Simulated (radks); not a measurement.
Rb IV, 34 electrons, occupied as [Ar] 3d10 4s2 4p4. Calculated with a radial shooting solver on a logarithmic mesh with Libxc functionals: Dirac Kohn-Sham, LB94 model potential, spin-unpolarised, spherical densities, finite nucleus; open shells fill j = l - 1/2 first; Fermi nuclear charge, rms radius 4.2036 fm.

Spin-orbit splittings of the eigenvalues, e(l+1/2) - e(l-1/2), with zeta = 2 splitting/(2l+1) and mean radii in bohr:

| shell | occ. | splitting (eV) | zeta (eV) | <r> j=l-1/2 | <r> j=l+1/2 |
|---|---|---|---|---|---|
| 2p | 6 | 61.71 | 41.14 | 0.1516 | 0.1557 |
| 3p | 6 | 9.186 | 6.124 | 0.5114 | 0.5219 |
| 3d | 10 | 1.598 | 0.6391 | 0.5186 | 0.5223 |
| 4p | 4 | 1.149 | 0.7657 | 1.544 | 1.574 |
| 4d | 0 | 0.1077 | 0.04309 | 2.156 | 2.165 |
